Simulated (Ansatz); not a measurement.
```yaml
crystal:
  periodic: [false, false, false]
  atoms:
    - {symbol: N, position_ang: [-0.437516, -0.460312, -1.690335]}
    - {symbol: C, position_ang: [-0.124698, -0.161027, -0.492158]}
    - {symbol: Si, position_ang: [0.345753, -1.551957, 0.690726]}
    - {symbol: In, position_ang: [-0.146079, 1.953711, 0.145716]}
    - {symbol: D, position_ang: [-0.677801, 0.359814, -2.257880]}
    - {symbol: H, position_ang: [0.296368, -2.894736, 0.058676]}
    - {symbol: H, position_ang: [-0.582599, -1.491529, 1.854324]}
    - {symbol: H, position_ang: [1.716159, -1.268983, 1.201967]}
    - {symbol: H, position_ang: [0.235884, 2.588969, 1.700386]}
    - {symbol: H, position_ang: [-0.625491, 2.926059, -1.211432]}
basis:
  gaussian: {orbitals: def2-TZVPP}
hamiltonian: {xc: {name: PBE0-DH}}
output: {forces: true}
```

```sh
$ ansatz run in.yaml --threads 4 --pin off --events-out ev --progress --plain --max-ram 10444MiB
```

Task: How does Ansatz answer? (An estimate is asked.)

Result: Ansatz gave: The program refused the input.
```
Error: YAML parse error: error: line 8 column 16: `D` is not an element symbol (H … Og, case-exact)
 6 |     - {symbol: Si, position_ang: [0.345753, -1.551957, 0.690726]}
 7 |     - {symbol: In, position_ang: [-0.146079, 1.953711, 0.145716]}
 8 |     - {symbol: D, position_ang: [-0.677801, 0.359814, -2.257880]}
 9 |     - {symbol: H, position_ang: [0.296368, -2.894736, 0.058676]}
10 |     - {symbol: H, position_ang: [-0.582599, -1.491529, 1.854324]}
```
